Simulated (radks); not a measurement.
Results of a calculation; reference values are marked as such.
Question: The zirconium ion Zr4+, [Kr]. Level of theory: non-relativistic Kohn-Sham, exchange-only B88, spin-polarised, spherical densities, point nucleus (a radial shooting solver on a logarithmic mesh with Libxc functionals). Every spin shell is full or empty, so the densities are truly spherical. Functionals are evaluated on that one density, not self-consistently. Rank these orbital-free kinetic functionals by their error against the exact value of the orbitals, and give that value: Thomas-Fermi, von Weizsacker, TF + vW/9, TF + vW/5, revAPBEK, Perdew 92, Pearson, LKT, PG1, DePristo-Kress.

Answer: Exact: 3536.29 hartree. From best to worst, with 100 (|E| - |E exact|)/|E exact| (equal figures are ties): DePristo-Kress -0.06, revAPBEK +0.34, Perdew 92 -0.68, TF + vW/9 -0.69, Pearson -0.99, TF + vW/5 +3.30, Thomas-Fermi -5.67, PG1 +16.54, LKT +20.96, von Weizsacker -55.19.
